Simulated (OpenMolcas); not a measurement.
Ti2+ (d2) in a complex was computed by SS-CASPT2, IPEA 0.25 Eh, imaginary shift 0.1 Eh with the d shell active (OpenMolcas, ANO-RCC-VTZP on the metal). Its lowest spin-free states, and all those of the highest spin:

| 2S+1 | Degeneracy | E (cm-1) |
| --- | --- | --- |
| 3 | 3 | 0 |
| 3 | 3 | 5020 |
| 1 | 3 | 7450 |
| 1 | 2 | 8770 |
| 3 | 1 | 10690 |
| 3 | 3 | 13470 |
| 1 | 3 | 14990 |
| 1 | 1 | 15630 |
| 1 | 3 | 17560 |
| 1 | 2 | 20570 |
| 1 | 1 | 33360 |

Problem. Is the site octahedral, tetrahedral or cube-like, axial, or of lower symmetry?

Solution. The states with 2S+1 = 3 have orbital degeneracies 3, 3, 1, 3. Threefold states need a cubic site. For d2 at this spin an octahedron puts the threefold T1 below the threefold T2 and a tetrahedron or cube puts the single A2 below the threefold T2, so the site is octahedral. The run had Ti2+ with 6 ligands (bromide) in octahedral coordination (Oh) at 2.77 Å. A charge of +0.667 e stands 2.6 Å behind each ligand. Ligand basis ANO-RCC-VDZP.

Roots that are degenerate in the reference are averaged as groups; the widest CASPT2 spread within a group is 330 cm-1 (the 3-fold group of multiplicity 3 near 0 cm-1 above the lowest state of its run). Shifts and gaps below about the spread of the groups concerned are not significant. Over all roots computed the reference weight is 0.68 to 0.70; a low but even weight reflects the number of correlated electrons. An orbital triplet at a regular site is open to Jahn-Teller coupling, which can distort the site and quench the lowest spin-orbit gaps and is left out. Ligand-to-metal charge-transfer states are missing. These CASPT2 states fit no ligand-field parameters well, so their order and spin gaps are uncertain. With no ligand orbital active B as a rule stays too high, so bands that hang on it stand too high and its fall with covalency is understated. With one d shell and no ligand orbital active, 10Dq can be off by tens of per cent for divalent 3d ions, low with halides held by bare charges and at times high in hosts. Free-ion shares, where given, are those of the reference states; single-state CASPT2 does not remix them. No measured value stands beside these numbers; the geometry is a model, was not optimised and need not be the one that this ion takes.
